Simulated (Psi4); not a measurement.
C2H3BrCl2 (SMILES CC(Cl)(Cl)Br), singlet, at a GFN2-xTB geometry; Psi4 with PBE/def2-TZVPPD.

Psi4 was given this input:
```
memory 2 GB

molecule {
0 1
  C    -1.85607800   -0.39138969   -0.27625508
  C    -0.41921247    0.05404070   -0.38150832
  Cl    0.39562003   -0.74321827   -1.74853558
  Cl   -0.31425785    1.81670224   -0.60588797
  Br    0.53977736   -0.42066208    1.27776708
  H    -1.89892238   -1.46941576   -0.13102681
  H    -2.33409706    0.09988599    0.56944763
  H    -2.39060243   -0.13243111   -1.18848772
}

set basis def2-tzvppd

energy('pbe')
print_variables()
```

### Question
Predict the main parts of the log of this Psi4 run.

### Answer

```
   => Loading Basis Set <=

    Name: DEF2-TZVPPD
    Role: ORBITAL
    Keyword: BASIS

         ---------------------------------------------------------
                                   SCF
               by Justin Turney, Rob Parrish, Andy Simmonett
                          and Daniel G. A. Smith
                              RKS Reference
         ---------------------------------------------------------

  ==> Geometry <==

    Molecular point group: c1
    Full point group: C1

    Geometry (in Angstrom), charge = 0, multiplicity = 1:

       Center              X                  Y                   Z               Mass
    ------------   -----------------  -----------------  -----------------  -----------------
         C           -1.921262033783    -0.384445442555    -0.332308602512    12.000000000000
         C           -0.484396503783     0.060984947445    -0.437561842512    12.000000000000
         CL           0.330435996217    -0.736274022555    -1.804589102512    34.968852682000
         CL          -0.379441883783     1.823646487445    -0.661941492512    34.968852682000
         BR           0.474593326217    -0.413717832555     1.221713557488    78.918337600000
         H           -1.964106413783    -1.462471512555    -0.187080332512     1.007825032230
         H           -2.399281093783     0.106830237445     0.513394107488     1.007825032230
         H           -2.455786463783    -0.125486862555    -1.244541242512     1.007825032230

  Running in c1 symmetry.

  Rotational constants: A =      0.07817  B =      0.04859  C =      0.03949 [cm^-1]
  Rotational constants: A =   2343.62728  B =   1456.66566  C =   1183.81729 [MHz]
  Nuclear repulsion =  516.359283858952949

  Charge       = 0
  Multiplicity = 1
  Electrons    = 84
  Nalpha       = 42
  Nbeta        = 42

  ==> Algorithm <==

  SCF Algorithm Type is DF.
  DIIS enabled.
  MOM disabled.
  Fractional occupation disabled.
  Guess Type is SAD.
  Energy threshold   = 1.00e-06
  Density threshold  = 1.00e-06
  Integral threshold = 1.00e-12

  ==> Primary Basis <==

  Basis Set: DEF2-TZVPPD
    Blend: DEF2-TZVPPD
    Number of shells: 100
    Number of basis functions: 284
    Number of Cartesian functions: 321
    Spherical Harmonics?: true
    Max angular momentum: 3

  ==> DFT Potential <==

   => LibXC <=

    Version 7.1.2
    S. Lehtola, C. Steigemann, M. J. T. Oliveira, and M. A. L. Marques,  SoftwareX 7, 1–5 (2018) (10.1016/j.softx.2017.11.002)

[...]
   @DF-RKS iter   5: -3571.75927496975328   -9.68284e-03   3.41141e-04 DIIS/ADIIS
   @DF-RKS iter   6: -3571.76419098391034   -4.91601e-03   5.71586e-05 DIIS
   @DF-RKS iter   7: -3571.76433488000475   -1.43896e-04   1.52278e-05 DIIS
   @DF-RKS iter   8: -3571.76434123338004   -6.35338e-06   4.65611e-06 DIIS
   @DF-RKS iter   9: -3571.76434204172620   -8.08346e-07   1.32327e-06 DIIS
   @DF-RKS iter  10: -3571.76434211963851   -7.79123e-08   2.99456e-07 DIIS
  Energy and wave function converged.

  ==> Post-Iterations <==

   Electrons on quadrature grid:
      Ntotal   =   84.0000037776 ; deviation = 3.778e-06

    Orbital Energies [Eh]
    ---------------------

    Doubly Occupied:

[...]
    Virtual:

[...]
    Final Occupation by Irrep:
              A
    DOCC [    42 ]
    NA   [    42 ]
    NB   [    42 ]

  @DF-RKS Final Energy: -3571.76434211963851

   => Energetics <=

    Nuclear Repulsion Energy =            516.3592838589529492
    One-Electron Energy =               -5986.5323501709044649
    Two-Electron Energy =                2057.2978898505662073
    DFT Exchange-Correlation Energy =    -158.8891656582533756
    Empirical Dispersion Energy =           0.0000000000000000
    VV10 Nonlocal Energy =                  0.0000000000000000
    Total Energy =                      -3571.7643421196385134

Computation Completed

Properties will be evaluated at   0.000000,   0.000000,   0.000000 [a0]

Properties computed using the SCF density matrix

 Multipole Moments:

 ------------------------------------------------------------------------------------
     Multipole            Electronic (a.u.)      Nuclear  (a.u.)        Total (a.u.)
 ------------------------------------------------------------------------------------

 L = 1.  Multiply by 2.5417464519 to convert [e a0] to [Debye]
 Dipole X            :          9.6760820          -10.3471177           -0.6710357
 Dipole Y            :         -1.2905074            1.1023087           -0.1881987
 Dipole Z            :          8.9025110           -8.8977674            0.0047436
 Magnitude           :                                                    0.6969435

 ------------------------------------------------------------------------------------

  Variable Map:
  ----------------------------------------------------------------------------
[...]
  Array Variable Map:
  ----------------------------------------------------------------------------
[...]
[...]
```
